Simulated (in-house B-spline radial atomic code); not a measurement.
Configurations of the terbium ion Tb⁸⁺, with energies counted from [Kr] 4d10 4f7 5s2 5p2. Computed with a B-spline radial code for spherical atoms: Dirac-Hartree-Fock, average of configuration, Fermi nucleus of rms radius 5.06 fm. Energies include first-order Breit, QED and recoil terms.

Occupations are held fixed; configurations that lie above the ionisation limit could autoionise.

```csv
configuration,E - E(ref) (eV),highest orbital,its <r> (bohr)
[Kr] 4d10 4f8 5s2 5p1,9.5182,4f7/2,0.7501
[Kr] 4d10 4f7 5s2 5p1 6d1,80.857,6d5/2,3.018
[Kr] 4d10 4f6 5s2 5p2 8d1,108.02,8d5/2,6.653
[Kr] 4d10 4f6 5s2 5p2 9d1,114.71,9d5/2,8.98
[Kr] 4d10 4f6 5s2 5p2 9g1,120.69,9g7/2,12.08
[Kr] 4d10 4f7 5s2 5p1 9g1,123.31,9g7/2,12.12
[Kr] 4d9 4f7 5s2 5p2 5g1,245.65,5g7/2,2.926
[Kr] 4d9 4f7 5s2 5p2 8s1,256.63,8s1/2,5.458
```

**Question.** Order these further configurations by energy, lowest first.
A. [Kr] 4d9 4f7 5s2 5p2 7s1
B. [Kr] 4d10 4f7 5s2 5p1 7d1
C. [Kr] 4d10 4f7 5s2 5p1 8d1
D. [Kr] 4d10 4f6 5s2 5p2 9s1
E. [Kr] 4d10 4f6 5s2 5p2 8s1

**Answer.** B (100.04 eV), E (100.71 eV), D (110.1 eV), C (110.76 eV), A (240.42 eV).

**Question.** How far above the reference does [Kr] 4d10 4f7 5s2 5p1 8s1 lie?

**Answer.** 103.48 eV; its least bound orbital is 8s1/2 with <r> = 5.491 bohr.

**Question.** How far above the reference does [Kr] 4d9 4f7 5s2 5p2 6s1 lie?

**Answer.** 208.32 eV; its least bound orbital is 6s1/2 with <r> = 2.296 bohr.

**Question.** How far above the reference does [Kr] 4d10 4f6 5s2 5p2 5d1 lie?

**Answer.** 33.938 eV; its least bound orbital is 5d5/2 with <r> = 1.602 bohr.
